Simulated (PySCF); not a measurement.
A structure optimised at PBE0-D3(BJ)/def2-SVP, used in a PySCF frequency run:

```xyz
10

C      1.5070     0.6069    -0.8144
Si    -0.0228    -0.0085     0.0116
N     -1.2199     1.1908     0.1382
F      0.2745    -0.5452     1.5087
F     -0.5243    -1.3397    -0.7713
H      1.2889     0.9602    -1.8342
H      1.9528     1.4378    -0.2486
H      2.2503    -0.2004    -0.8936
H     -1.3815     1.8536    -0.6097
H     -2.0475     1.0541     0.7068
```
Charge 0, spin multiplicity 1.

### Question
Write its SMILES and formula.

### Answer
C[Si](N)(F)F, CH5F2NSi

### Question
What are its rotational constants (standard atomic weights)?

### Answer
3.7872, 3.6304, 3.4081 GHz
